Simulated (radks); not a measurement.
Values are calculated unless marked as measured or tabulated.
Nd4+, 56 electrons, occupied as [Xe] 4f1.75 5d0.25 (fractional occupations, a model configuration). Level of theory: Dirac Kohn-Sham, SOGGA, spin-unpolarised, spherical densities, finite nucleus; open shells fill j = l - 1/2 first; Fermi nuclear charge, rms radius 4.9123 fm (a radial shooting solver on a logarithmic mesh with Libxc functionals).

Radial electron density D(r) = 4 pi r^2 rho(r):

```
   r/bohr * D(r) (the largest magnitude, 104, reaches the edge; | marks zero)
 0.001703 |   *
 0.001967 |    *
 0.002272 |     *
 0.002603 |       *
 0.003006 |         *
 0.003472 |           *
 0.004009 |             *
  0.00463 |                *
 0.005348 |                    *
 0.006127 |                       *
 0.007075 |                           *
 0.008171 |                              *
 0.009437 |                                  *
   0.0109 |                                     *
  0.01249 |                                        *
  0.01442 |                                         *
  0.01665 |                                          *
  0.01923 |                                         *
  0.02221 |                                        *
  0.02545 |                                      *
  0.02939 |                                     *
  0.03394 |                                     *
   0.0392 |                                       *
  0.04527 |                                          *
  0.05186 |                                               *
   0.0599 |                                                   *
  0.06917 |                                                      *
  0.07989 |                                                      *
  0.09226 |                                                  *
   0.1066 |                                             *
   0.1221 |                                         *
    0.141 |                                        *
   0.1628 |                                           *
    0.188 |                                              *
   0.2172 |                                               *
   0.2488 |                                          *
   0.2873 |                                *
   0.3318 |                       *
   0.3832 |                  *
   0.4426 |                  *
   0.5071 |                    *
   0.5856 |                    *
   0.6763 |                 *
    0.781 |             *
    0.902 |        *
    1.033 |      *
    1.193 |     *
    1.378 |    *
    1.592 |   *
    1.838 |  *
    2.123 |*
    2.432 |*
    2.809 *
    3.244 *
    3.747 *
    4.327 *
    4.957 *
    5.725 *
```

D(r) has 4 maxima, at r = 0.0165, 0.0732, 0.204, 0.563 bohr, and minima at 0.0318, 0.134, 0.412 bohr, inside which lie 2.01, 11.17, 29.10 electrons.
